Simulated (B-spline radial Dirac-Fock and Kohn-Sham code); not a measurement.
# How the binding energies of Ir⁴⁶⁺ add up

System: iridium as Ir⁴⁶⁺, 1s2 2s2 2p6 3s2 3p6 3d10 4s2 4p1; nuclear rms radius 5.4032 fm (A = 193).

These are calculated numbers from a radial atomic solver; the model is Dirac-Fock ΔSCF + Breit + QED. No correlation. Energies are counted from the vacuum level.

All terms are in eV, carry their sign (relaxation lowers the binding energy) and add up to the binding energy; ⟨r⟩ is the mean radius of the orbital in the initial state.

```tsv
subshell	−ε (Koopmans)	relaxation	Breit	self-energy	vacuum polarisation	binding energy	⟨r⟩ (bohr)
K (1s)	78972.8	-54.62	-261.69	-171.62	34.03	78518.9	0.017
L1 (2s)	15867.7	-20.60	-30.50	-25.30	4.72	15796.0	0.073
L2 (2p1/2)	15277.4	-24.84	-49.91	-0.46	0.24	15202.5	0.060
L3 (2p3/2)	13640.9	-21.71	-30.02	-1.97	-0.17	13587.0	0.068
M1 (3s)	5444.0	-3.70	-6.44	-6.05	1.10	5428.9	0.186
M2 (3p1/2)	5183.9	-4.43	-10.50	-0.24	0.06	5168.8	0.177
M3 (3p3/2)	4805.7	-3.68	-6.11	-0.52	-0.05	4795.3	0.191
M4 (3d3/2)	4392.1	-5.17	-4.98	0.43	-0.06	4382.4	0.166
M5 (3d5/2)	4310.4	-4.81	-3.41	0.21	-0.05	4302.3	0.170
N1 (4s)	2603.1	-0.35	-2.15	-1.98	0.36	2599.0	0.373
N2,3 (4p)	2421.5	-0.33	-2.43	-0.14	-0.01	2418.6	0.388
```

For the deepest level, K (1s), the Breit terms make up -0.333 % of the binding energy, QED -0.175 % and orbital relaxation -0.070 %.

Spin-orbit splittings: 2p 1615.5 eV, 3p 373.5 eV, 3d 80.03 eV.

Going to the tabulated ground configuration of the next ion removes an electron from N2,3 (4p), computed at 2418.6 eV. NIST lists 2500 ± 4 eV as the ionisation energy of this species (theoretical), +81.37 eV from the computed value. Where a p, d or f shell is open in either ion the computed value averages over both j values and all terms, while the table refers to the lowest levels; that difference holds spin-orbit splitting (largest in heavy or highly charged ions), term energies where several electrons share open shells, and correlation, and it can reach 10 % or more.
